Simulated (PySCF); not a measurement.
Os, quintet (core potentials on Os); PBE/def2-SVP (PySCF).

Here is a job for PySCF.
```python
from pyscf import gto, scf, dft

mol = gto.M(
    atom='''
Os    0.00000000    0.00000000    0.00000000
''',
    basis='def2-svp',
    ecp={'Os': 'def2-svp'},
    spin=4,
    verbose=4,
)

mf = dft.UKS(mol)
mf.xc = 'pbe'
mf.kernel()
mf.analyze()
```

The log (banner, timings and long lists left out):

```
PySCF version 2.14.0

[INPUT] verbose = 4
[INPUT] num. atoms = 1
[INPUT] num. electrons = 16
[INPUT] charge = 0
[INPUT] spin (= nelec alpha-beta = 2S) = 4
[INPUT] symmetry False subgroup None
[INPUT] Mole.unit = angstrom
[INPUT] Symbol           X                Y                Z      unit          X                Y                Z       unit  Magmom
[INPUT]  1 Os     0.000000000000   0.000000000000   0.000000000000 AA    0.000000000000   0.000000000000   0.000000000000 Bohr   0.0

nuclear repulsion = 0
number of shells = 12
number of NR pGTOs = 57
number of NR cGTOs = 32
basis = def2-svp
ecp = {'Os': 'def2-svp'}

******** <class 'pyscf.dft.uks.UKS'> ********
method = UKS
initial guess = minao
damping factor = 0
level_shift factor = 0
DIIS = <class 'pyscf.scf.diis.CDIIS'>
diis_start_cycle = 1
diis_space = 8
diis_damp = 0
SCF conv_tol = 1e-09
SCF conv_tol_grad = None
SCF max_cycles = 50
direct_scf = True
direct_scf_tol = 1e-13
number electrons alpha = 10  beta = 6
XC library pyscf.dft.libxc version 7.1.2
    S. Lehtola, C. Steigemann, M. J. T. Oliveira, and M. A. L. Marques,  SoftwareX 7, 1–5 (2018)
XC functionals = pbe
    J. P. Perdew, K. Burke, and M. Ernzerhof,  Phys. Rev. Lett. 77, 3865 (1996)
    J. P. Perdew, K. Burke, and M. Ernzerhof,  Phys. Rev. Lett. 78, 1396 (1997)
    J. P. Perdew, K. Burke, and M. Ernzerhof,  Phys. Rev. Lett. 77, 3865 (1996)
    J. P. Perdew, K. Burke, and M. Ernzerhof,  Phys. Rev. Lett. 78, 1396 (1997)
radial grids:
    Treutler-Ahlrichs [JCP 102, 346 (1995); DOI:10.1063/1.469408] (M4) radial grids

becke partition: Becke, JCP 88, 2547 (1988); DOI:10.1063/1.454033
pruning grids: <function nwchem_prune>
grids dens level: 3
symmetrized grids: False
atomic radii adjust function: <function treutler_atomic_radii_adjust>
small_rho_cutoff = 0
Set gradient conv threshold to 3.16228e-05
tot grids = 24312
init E= -78.823695888155

cycle= 1 E= -90.4317832667945  delta_E= -11.6  |g|= 0.453  |ddm|= 5.67
cycle= 2 E= -90.164126833604  delta_E= 0.268  |g|= 0.886  |ddm|= 2.32
cycle= 3 E= -90.5683999702611  delta_E= -0.404  |g|= 0.171  |ddm|= 1.21
cycle= 4 E= -90.58430092553  delta_E= -0.0159  |g|= 0.0441  |ddm|= 0.481
cycle= 5 E= -90.5844268319571  delta_E= -0.000126  |g|= 0.0429  |ddm|= 0.547
cycle= 6 E= -90.5860007633585  delta_E= -0.00157  |g|= 0.00524  |ddm|= 0.307
cycle= 7 E= -90.5860767843371  delta_E= -7.6e-05  |g|= 0.00757  |ddm|= 0.0864
cycle= 8 E= -90.5861168479526  delta_E= -4.01e-05  |g|= 0.00314  |ddm|= 0.0246
cycle= 9 E= -90.5861291996758  delta_E= -1.24e-05  |g|= 0.00124  |ddm|= 0.0305
cycle= 10 E= -90.5861301054536  delta_E= -9.06e-07  |g|= 0.000511  |ddm|= 0.00527
cycle= 11 E= -90.5861302727265  delta_E= -1.67e-07  |g|= 5.7e-05  |ddm|= 0.0017
cycle= 12 E= -90.5861302750508  delta_E= -2.32e-09  |g|= 2.12e-05  |ddm|= 0.000233
cycle= 13 E= -90.5861302756664  delta_E= -6.16e-10  |g|= 3.48e-06  |ddm|= 0.000205
Extra cycle  E= -90.5861302757268  delta_E= -6.03e-11  |g|= 4.67e-06  |ddm|= 5.91e-05
converged SCF energy = -90.5861302757268  <S^2> = 6.0080902  2S+1 = 5.003235
**** SCF Summaries ****
Total Energy =                         -90.586130275726788
Nuclear Repulsion Energy =               0.000000000000000
One-electron Energy =                 -155.056974341298087
Two-electron Energy =                   64.470844065571299
Two-electron Coulomb Energy =           73.907585545653802
DFT Exchange-Correlation Energy =       -9.436741480082503
**** MO energy ****
                             alpha | beta                alpha | beta
MO #1   energy= -3.38948995315624  | -3.31391666745735  occ= 1 | 1
MO #2   energy= -1.8826243862556   | -1.77823051863017  occ= 1 | 1
MO #3   energy= -1.85161857701877  | -1.76716199456665  occ= 1 | 1
MO #4   energy= -1.85161493593721  | -1.76715986729935  occ= 1 | 1
MO #5   energy= -0.266742227824007 | -0.18874957691638  occ= 1 | 1
MO #6   energy= -0.266740526841458 | -0.179134177336043 occ= 1 | 1
MO #7   energy= -0.264867065954317 | -0.172673773132779 occ= 1 | 0
MO #8   energy= -0.263427474922922 | -0.164303260662847 occ= 1 | 0
MO #9   energy= -0.237760825501934 | -0.164300694023414 occ= 1 | 0
MO #10  energy= -0.236197132328084 | -0.141830282328531 occ= 1 | 0
MO #11  energy= -0.0387924110822293 | -0.0237165144749407 occ= 0 | 0
MO #12  energy= -0.0387911769718007 | -0.0172737088469577 occ= 0 | 0
MO #13  energy= -0.0385190836962638 | -0.0172730919625224 occ= 0 | 0
MO #14  energy= 0.0968299685290419 | 0.121106803055379  occ= 0 | 0
MO #15  energy= 0.346511833079992  | 0.382278499976875  occ= 0 | 0
MO #16  energy= 0.346512867169707  | 0.382289363925388  occ= 0 | 0
MO #17  energy= 0.346866778745005  | 0.387943939964065  occ= 0 | 0
MO #18  energy= 0.347829187632408  | 0.387945323553477  occ= 0 | 0

spin_pop of  0 Os 5s        0.00102
spin_pop of  0 Os 6s        0.09587
spin_pop of  0 Os 7s        0.00596
spin_pop of  0 Os 8s        0.00029
spin_pop of  0 Os 9s        0.00127
spin_pop of  0 Os 10s        0.00316
spin_pop of  0 Os 5px       0.00567
spin_pop of  0 Os 5py       0.00553
spin_pop of  0 Os 5pz       0.00333
spin_pop of  0 Os 6px      -0.00379
spin_pop of  0 Os 6py      -0.00366
spin_pop of  0 Os 6pz      -0.00141
spin_pop of  0 Os 7px      -0.00188
spin_pop of  0 Os 7py      -0.00188
spin_pop of  0 Os 7pz      -0.00192
spin_pop of  0 Os 5dxy      0.62133
spin_pop of  0 Os 5dyz      0.63484
spin_pop of  0 Os 5dz^2     0.66791
spin_pop of  0 Os 5dxz      0.06548
spin_pop of  0 Os 5dx2-y2    0.65559
spin_pop of  0 Os 6dxy      0.28994
spin_pop of  0 Os 6dyz      0.30467
spin_pop of  0 Os 6dz^2     0.33145
spin_pop of  0 Os 6dxz     -0.00092
spin_pop of  0 Os 6dx2-y2    0.32215
spin_pop of  0 Os 5f-3      0.00000
spin_pop of  0 Os 5f-2      0.00001
spin_pop of  0 Os 5f-1      0.00000
spin_pop of  0 Os 5f+0      0.00001
spin_pop of  0 Os 5f+1     -0.00000
spin_pop of  0 Os 5f+2     -0.00001
spin_pop of  0 Os 5f+3     -0.00001
In total            10.00000 | 6.00000
Dipole moment(X, Y, Z, Debye): -0.00000,  0.00000, -0.00000
```
